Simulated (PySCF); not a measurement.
Compound: C6H8S2.
Cartesian coordinates in Å at the PBE0-D3(BJ)/def2-SVP level; atoms count from 1:
```xyz
16
C6H8S2 angstrom
C      2.3456    1.7298   -0.3723
C      1.4670    1.0203    0.0656
C      0.4149    0.1445    0.5749
C     -0.9449    0.5264   -0.0397
C     -2.1309   -0.2637    0.4943
S     -2.0403   -2.0347    0.0932
S     -0.3215   -2.4800    1.1617
C      0.8087   -1.3226    0.3419
H      3.1246    2.3627   -0.7544
H      0.3496    0.2912    1.6689
H     -1.1167    1.5980    0.1520
H     -0.8870    0.4041   -1.1338
H     -3.0647    0.0909    0.0289
H     -2.2361   -0.1579    1.5858
H      0.8535   -1.5535   -0.7338
H      1.8013   -1.5194    0.7764
```

Level: CAM-B3LYP/def2-SVPD in PySCF, non-relativistic, on one gas-phase PBE0-D3(BJ)/def2-SVP geometry that isn't relaxed in the solvent. The solvent is an IEF-PCM continuum (Bondi radii, 1.10 Å for H, scaled by 1.2). The model holds no explicit solvent molecules, cavitation or dispersion.

Gas phase at CAM-B3LYP/def2-SVPD: HOMO -7.78 eV, LUMO 0.24 eV, dipole 2.18 D.

What does the continuum do to the energy, the frontier levels and the dipole at CAM-B3LYP/def2-SVPD in tetrahydrofuran and acetonitrile?

```
        solvent      ε  E(solvent) − E(gas) (kcal/mol)  polarisation term (kcal/mol)  distortion of the solute (kcal/mol)  HOMO (eV)  LUMO (eV)  dipole (D)
tetrahydrofuran  7.426                           -4.79                         -5.41                                 0.62      -7.81       0.27        2.86
   acetonitrile  35.69                           -5.78                         -6.70                                 0.92      -7.83       0.27        3.02
```

The polarisation term is half the interaction of the solute with the surface charges that it induces; the rest is the cost of distorting the solute's density. The sum is the electrostatic part of solvation alone. From tetrahydrofuran to acetonitrile the lowering changes by a factor 1.21, Onsager's factor (ε − 1)/(2ε + 1) by 1.18 and ε itself by 4.8.

Which radius a makes the point-dipole formula ΔE = −[(ε − 1)/(2ε + 1)]·μ²/a³ give the value in acetonitrile, with the gas-phase dipole?

μ = 0.857 au and |ΔE| = 0.00921 Eh give a = 1.78 Å; the farthest nucleus lies 4.16 Å from the centroid of the nuclei, so such a sphere wouldn't even hold the nuclei. The formula assumes a rigid point dipole at the centre of a sphere.

Give the dipole vector in the frame of the coordinates (D, pointing from negative to positive charge), gas and acetonitrile.

Gas (0.36, 2.14, -0.22), solvent (0.44, 2.98, -0.21). Its length changes by +39 % and its direction by 2°.

How does the static polarisability (CAM-B3LYP/def2-SVPD, frozen core, with the continuum's full static response) change?

```
         medium  isotropic (au)  principal values (au)  ⟨r²⟩ of the electrons (bohr²)
            gas           107.6     83.6, 104.4, 134.8                         1444.4
tetrahydrofuran           142.7    115.2, 140.8, 172.0                         1444.6
   acetonitrile           152.1    125.8, 150.4, 180.1                         1444.6
```

The isotropic value in acetonitrile is 1.41 times the gas-phase one; no cavity-field correction is applied. ⟨r²⟩ is taken about the centre of nuclear charge.

Cost: about 90 s of CPU time on one thread; the machine was shared, so the figure is rough. This is the whole response run at CAM-B3LYP/def2-SVPD in acetonitrile, SCF included.
